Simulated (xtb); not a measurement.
CH₃O (SMILES C[O]), doublet, at a GFN2-xTB geometry, atoms displaced at random by about 0.05 Å a coordinate; GFN1-xTB (xtb).

Input for xtb:
```
$ xtb mol.xyz --gfn 1 --uhf 1 --opt --input xcontrol --json

# file mol.xyz
5

C      0.02218980    -0.58426080    -0.01533733
O     -0.05732797     0.88695128     0.07634007
H      1.06936013    -0.91279514     0.03277029
H     -0.39740193    -1.00050778     0.88778164
H     -0.45564243    -0.98370370    -0.93544300

# file xcontrol
$opt
  engine=inertial
$end
```

Output, abridged:

```
   ID    Z sym.   atoms
    1    6 C      1
    2    8 O      2
    3    1 H      3-5

           -------------------------------------------------
          |                Calculation Setup                |
           -------------------------------------------------

           -------------------------------------------------
          |                 G F N 1 - x T B                 |
           -------------------------------------------------

          ...................................................
          :                      SETUP                      :
          :.................................................:
          :  # basis functions                  14          :
          :  # atomic orbitals                  14          :
          :  # shells                           10          :
          :  # electrons                        13          :
          :  # halogen bonds                     0          :
          :  max. iterations                   250          :
          :  Hamiltonian                  GFN1-xTB          :
          :  restarted?                      false          :
          :  GBSA solvation                  false          :
          :  PC potential                    false          :
          :  electronic temp.          300.0000000     K    :
          :  accuracy                    1.0000000          :
          :  -> integral cutoff          0.2500000E+02      :
          :  -> integral neglect         0.1000000E-07      :
          :  -> SCF convergence          0.1000000E-05 Eh   :
          :  -> wf. convergence          0.2000000E-04 e    :
          :  Broyden damping             0.4000000          :
          :  net charge                          0          :
          :  unpaired electrons                  1          :
          ...................................................

 iter      E             dE          RMSdq      gap      omega  full diag
   1     -8.2937297 -0.829373E+01  0.636E+00    8.74       0.0  T
   2     -8.3349622 -0.412324E-01  0.414E+00    7.44       1.0  T
   3     -8.3421041 -0.714196E-02  0.211E+00    8.49       1.0  T
   4     -8.3453087 -0.320459E-02  0.214E-01    8.27       1.0  T
   5     -8.3454069 -0.982028E-04  0.488E-02    8.22       1.0  T
   6     -8.3454129 -0.600078E-05  0.294E-03    8.24      15.2  T
   7     -8.3454129 -0.674373E-09  0.165E-03    8.24      27.1  T
   8     -8.3454129 -0.478400E-08  0.381E-04    8.24     117.4  T
   9     -8.3454129 -0.101815E-08  0.595E-05    8.24     751.6  T
  10     -8.3454129 -0.879652E-11  0.591E-06    8.24    7569.7  T

   *** convergence criteria satisfied after 10 iterations ***

         :::::::::::::::::::::::::::::::::::::::::::::::::::::
         ::                     SUMMARY                     ::
         :::::::::::::::::::::::::::::::::::::::::::::::::::::
         :: total energy              -8.293715444466 Eh    ::
         :: gradient norm              0.131471536515 Eh/a0 ::
         :: HOMO-LUMO gap              8.241129835827 eV    ::
         ::.................................................::
         :: SCC energy                -8.345412940971 Eh    ::
         :: -> electrostatic           0.044436604490 Eh    ::
         :: repulsion energy           0.052259088665 Eh    ::
         :: dispersion energy         -0.000561592161 Eh    ::
         :: halogen bond corr.         0.000000000000 Eh    ::
         :: add. restraining           0.000000000000 Eh    ::
         :: total charge              -0.000000000000 e     ::
         :::::::::::::::::::::::::::::::::::::::::::::::::::::

      -----------------------------------------------------------
     |              Fast Inertial Relaxation Engine              |
      -----------------------------------------------------------

          ...................................................
          :                      SETUP                      :
[...]
 * total energy  :    -8.3119666 Eh     change    :  -0.4676587E-07 Eh
 * total energy  :    -8.3119667 Eh     change    :  -0.9236333E-07 Eh
 * total energy  :    -8.3119668 Eh     change    :  -0.1356690E-06 Eh
 * total energy  :    -8.3119670 Eh     change    :  -0.1756505E-06 Eh
 * total energy  :    -8.3119672 Eh     change    :  -0.2114093E-06 Eh
 * total energy  :    -8.3119674 Eh     change    :  -0.2422208E-06 Eh
 * total energy  :    -8.3119677 Eh     change    :  -0.2974337E-06 Eh
 * total energy  :    -8.3119681 Eh     change    :  -0.3552516E-06 Eh
 * total energy  :    -8.3119685 Eh     change    :  -0.4120567E-06 Eh
 * total energy  :    -8.3119689 Eh     change    :  -0.4629084E-06 Eh
 * total energy  :    -8.3119694 Eh     change    :  -0.5021662E-06 Eh
 * total energy  :    -8.3119700 Eh     change    :  -0.5247442E-06 Eh
   *** GEOMETRY OPTIMIZATION CONVERGED AFTER 54 CYCLES ***
         :: total energy              -8.311969974299 Eh    ::
[...]

    * Orbital Energies and Occupations

         #    Occupation            Energy/Eh            Energy/eV
      -------------------------------------------------------------
         1        2.0000           -0.7773095             -21.1517
         2        2.0000           -0.6680934             -18.1797
         3        2.0000           -0.6017345             -16.3740
         4        2.0000           -0.5978663             -16.2688
         5        2.0000           -0.5709595             -15.5366
         6        1.9468           -0.4601594             -12.5216
         7        1.0532           -0.4546879             -12.3727 (HOMO)
         8                         -0.1698582              -4.6221 (LUMO)
         9                         -0.1071297              -2.9151
        10                         -0.1016313              -2.7655
        11                          0.1525299               4.1506
        12                          0.2306705               6.2769
        13                          0.3090058               8.4085
        14                          0.3686491              10.0315
      -------------------------------------------------------------
                  HL-Gap            0.2848297 Eh            7.7506 eV
             Fermi-level           -0.3848484 Eh          -10.4723 eV

  Mulliken/CM5 charges         n(s)   n(p)   n(d)
     1C     0.24314  0.13745   0.968  2.789  0.000
     2O    -0.45579 -0.52125   1.773  4.683  0.000
     3H     0.09256  0.14944   0.907  0.000  0.000
     4H     0.09761  0.15473   0.902  0.000  0.000
     5H     0.02248  0.07962   0.978  0.000  0.000

Wiberg/Mayer (AO) data.
largest (>0.10) Wiberg bond orders for each atom

 ---------------------------------------------------------------------------
     #   Z sym  total        # sym  WBO       # sym  WBO       # sym  WBO
 ---------------------------------------------------------------------------
     1   6 C    3.921 --     2 O    1.307     5 H    0.954     3 H    0.833
                             4 H    0.826
     2   8 O    1.553 --     1 C    1.307     4 H    0.107     3 H    0.102
     3   1 H    0.977 --     1 C    0.833     2 O    0.102
     4   1 H    0.974 --     1 C    0.826     2 O    0.107
     5   1 H    1.002 --     1 C    0.954
 ---------------------------------------------------------------------------

Topologies differ in total number of bonds
Writing topology from bond orders to xtbtopo.mol

 dipole moment from electron density (au)
     X       Y       Z
   0.1709  -1.5762   0.0809  total (Debye):    4.035

           -------------------------------------------------
          |                Geometry Summary                 |
           -------------------------------------------------

      molecular mass/u    :       31.0339631
   center of mass at/Å    :       -0.0086591       0.1098173       0.0223531
  moments of inertia/u·Å² :        0.3187206E+01   0.1693375E+02   0.1719851E+02
rotational constants/cm⁻¹ :        0.5289157E+01   0.9955052E+00   0.9801800E+00

 * 3 selected distances

     #   Z          #   Z                                           value/Å
     1   6 C        3   1 H                                       1.1197496
     1   6 C        4   1 H                                       1.1202055 (max)
     1   6 C        5   1 H                                       1.1064153 (min)

 * 1 distinct bonds (by element types)

   Z      Z             #   av. dist./Å        max./Å        min./Å
   1 H    6 C           3     1.1154568     1.1202055     1.1064153

optimized geometry written to: xtbopt.xyz

           -------------------------------------------------
          | TOTAL ENERGY               -8.311969974299 Eh   |
          | GRADIENT NORM               0.000969792546 Eh/α |
          | HOMO-LUMO GAP               7.750610587366 eV   |
           -------------------------------------------------

normal termination of xtb
```
